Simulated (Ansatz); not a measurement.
Molecule: MnO, charge 0, multiplicity 6. The spin state was set by rule; other spins were not relaxed. 
Structure (B3LYP-D3(BJ)/def2-TZVP (Ansatz, a program for electronic structure) minimum search):
```xyz
2

Mn     0.0000     0.0000    -0.3954
O      0.0000     0.0000     1.2356
```
Charge 0, spin multiplicity 6.

Total electronic energies in hartree. Cores are frozen in the correlated levels unless marked. UHF or UKS for open shells. No spin-orbit coupling. Frozen are the shells of the preceding noble gas and the d and f shells that filled before the atom's block. Non-relativistic. CBS marks a two-point X^-3 extrapolation of the correlation energy; Hartree-Fock from the larger set. [CCSD(T)-MP2]/basis is that difference in the basis named. The program attaches cautions to a run behind CCSD/STO-3G: large difference.

The UHF reference is spin-contaminated (<S^2> 0.77 over the pure value in the largest basis). The T1 diagnostic of CCSD in the largest basis is 0.098, which is high, so the coupled-cluster rows are less sure than usual.

```
level                                                            program  energy (Eh)
--------------------------------------------------------  --------------  -----------
r2SCAN/def2-TZVPD                                                 Ansatz  -1226.18510
PBE0/def2-SVP                                                     Ansatz  -1225.66599
PBE0-D4/def2-TZVP                                         Ansatz + dftd4  -1225.92510
PBE0-D4/def2-TZVPD                                        Ansatz + dftd4  -1225.92908
PBE0/def2-TZVP                                                    Ansatz  -1225.92426
BHLYP-D3(BJ)/def2-TZVPD                                   Ansatz + dftd3  -1226.14037
BHLYP-D4/def2-TZVPD                                       Ansatz + dftd4  -1226.14079
r2SCANh-D4/def2-TZVPD                                     Ansatz + dftd4  -1226.16022
r2SCANh/def2-TZVPD                                                Ansatz  -1226.16000
CAM-B3LYP-D4/def2-TZVPD                                   Ansatz + dftd4  -1226.25512
B2PLYP-D4/def2-TZVPD                                      Ansatz + dftd4  -1225.89269
RPA@PBE/def2-TZVPP                                                Ansatz  -1225.25617
MP2/def2-TZVPP                                                    Ansatz  -1225.01417
MP2/def2-QZVPP                                                    Ansatz  -1225.06758
RI-MP2/def2-TZVPP                                                 Ansatz  -1225.01409
RI-MP2/CBS(def2-TZVPP,def2-QZVPP)                                 Ansatz   -1225.0871
SCS-MP2/def2-SVPD                                                 Ansatz  -1224.65033
CCSD/STO-3G                                                       Ansatz  -1211.59554
CCSD/def2-SVPD                                                    Ansatz  -1224.73712
CCSD(T)/def2-TZVPP                                                Ansatz  -1225.07881
CCSD(T)/def2-TZVPPD                                               Ansatz  -1225.08332
RI-MP2/CBS(def2-TZVPP,def2-QZVPP)+[CCSD(T)-MP2]/def2-SVP          Ansatz   -1225.1424
CCSD(T)/CBS(def2-TZVPPD,def2-QZVPPD)                              Ansatz   -1225.1517
```

Totals of different functionals don't rank their quality; only differences between species are comparable.
